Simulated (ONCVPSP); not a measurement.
Reading a pseudo-wave (rubidium (Rb))

Columns: radius, all-electron u(r) and pseudo u(r) of the 4s shell (level -31.89 eV) of rubidium in the configuration [Ar] 3d10 4s2 4p6 5s1; PBE, scalar-relativistic, ONCV scheme, ONCVPSP 4.0.1.

| r (bohr) | all-electron | pseudo |
| --- | --- | --- |
| 0.152 | 0.2476 | 0.1671 |
| 0.305 | -0.3840 | 0.3284 |
| 0.458 | -0.4100 | 0.4762 |
| 0.610 | -0.0220 | 0.6035 |
| 0.762 | 0.3993 | 0.7061 |
| 0.915 | 0.7075 | 0.7805 |
| 1.068 | 0.8805 | 0.8238 |
| 1.220 | 0.9434 | 0.8362 |
| 1.372 | 0.9300 | 0.8202 |
| 1.525 | 0.8690 | 0.7796 |
| 1.678 | 0.7830 | 0.7203 |
| 1.830 | 0.6879 | 0.6490 |
| 1.982 | 0.5931 | 0.5717 |
| 2.135 | 0.5035 | 0.4933 |
| 2.288 | 0.4228 | 0.4186 |
| 2.440 | 0.3523 | 0.3510 |
| 2.592 | 0.2916 | 0.2913 |
| 2.745 | 0.2398 | 0.2397 |
| 2.898 | 0.1963 | 0.1963 |
| 3.050 | 0.1603 | 0.1603 |
| 3.202 | 0.1305 | 0.1305 |
| 3.355 | 0.1059 | 0.1059 |
| 3.508 | 0.0857 | 0.0857 |
| 3.660 | 0.0693 | 0.0693 |
| 3.812 | 0.0560 | 0.0560 |
| 3.965 | 0.0451 | 0.0451 |

Task: How many radial nodes do the two functions have?

Result: The all-electron 4s function has n − l − 1 = 3 (the table is too coarse to show those close to the nucleus); the pseudo-wave has 0, since the states of the same l below it are removed with the core.

Task: At about which radius was the pseudo-wave matched?

Result: 2.90 bohr. The columns agree to 0.0005 from 2.59 bohr on; several derivatives are matched, so the curves merge somewhat inside the radius.

Task: Where does each function peak?

Result: Outermost all-electron maximum near 1.22 bohr, pseudo maximum near 1.22 bohr (to the table’s step).

Task: Is the pseudo-wave norm-conserving?

Result: Yes: the ONCV scheme keeps the norm inside the radius equal to the all-electron one, which fixes the energy derivative of the logarithmic derivative at the level.
